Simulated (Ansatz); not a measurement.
Consider the ligand exchange at the Si–O bond: `O[SiH](O)O[SiH2]F` + `[SiH3]N[SiH3]` → `F[SiH2]N([SiH3])[SiH3]` + `O[SiH](O)O`.

Calculated with Ansatz (gas phase, PBE0-D4/def2-TZVP geometries, no zero-point term in ΔE). CBS: MP2 limit from def2 TZ/QZ plus the TZ coupled-cluster correction, frozen cores. This one scheme is used for every species. Functionals use def2-TZVPP. One conformer a species, not always the lowest.

Task: Is it downhill or uphill in electronic energy at CCSD(T)/CBS, and by how much? (Estimate.)

Result: Ansatz gave: Uphill: ΔE = +47.5 kJ/mol.

Task: What do these levels give: r2SCAN, BHLYP, CCSD/def2-TZVPP, MP2/def2-QZVPP, MP2/CBS(def2), CCSD/CBS(def2)? (Best estimate.)

Result: Ansatz gave: r2SCAN 48.8, BHLYP 62.0, CCSD/def2-TZVPP 51.0, MP2/def2-QZVPP 46.3, MP2/CBS(def2) 45.9, CCSD/CBS(def2) 51.3 kJ/mol.

Largest T1 diagnostic among the species: 0.012.

The D4 term adds −7.6 kJ/mol with B3LYP and −3.9 kJ/mol with PBE0; it sums over pairs of atoms, weighted by their polarisabilities, and B3LYP, whose exchange is more repulsive, gets the larger term. From BLYP to BHLYP (50 % exact exchange), in def2-TZVPP and without D4, ΔE moves by +4.3 kJ/mol. In def2-TZVPP, CCSD(T) changes the Hartree–Fock value by −23.1 kJ/mol (the triples alone add −3.8 kJ/mol) and MP2 by −24.6 kJ/mol.

B3LYP here is the variant with VWN-RPA as its local correlation; programs differ in this.
